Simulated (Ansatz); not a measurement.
Consider the redistribution: `C=CN[SiH2][AlH2]` + `FB(F)Cl` → `F[B](F)[AlH2]` + `C=CN[SiH2]Cl`.

Computed with Ansatz on PBE0-D4/def2-TZVP structures; ΔE is electronic, products minus reactants. CCSD(T)/CBS is the MP2 limit (def2-TZVPP, def2-QZVPP) plus CCSD(T) − MP2 in def2-TZVPP, frozen cores. DFT in def2-TZVPP. Each species was taken in one conformer, which may not be the lowest.

```
           species  r2SCAN-D4 energy (Eh)
`C=CN[SiH2][AlH2]`             -667.63128
         `FB(F)Cl`             -684.88782
   `F[B](F)[AlH2]`             -468.22891
    `C=CN[SiH2]Cl`             -884.26581
```

(1) Work out ΔE.

Largest T1 diagnostic among the species: 0.016.

Answers

(1) ΔE = (-468.22891) + (-884.26581) − (-667.63128) − (-684.88782) = 0.02438 Eh = +64.0 kJ/mol. CCSD(T)/CBS gives +40.8 kJ/mol.

In def2-TZVPP, CCSD(T) changes the Hartree–Fock value by +40.4 kJ/mol (the triples alone add +8.4 kJ/mol) and MP2 by +40.8 kJ/mol. The D4 term adds +10.1 kJ/mol with B3LYP and +5.0 kJ/mol with PBE0; it sums over pairs of atoms, weighted by their polarisabilities, and B3LYP, whose exchange is more repulsive, gets the larger term.

B3LYP here is the variant with VWN-RPA as its local correlation; programs differ in this.
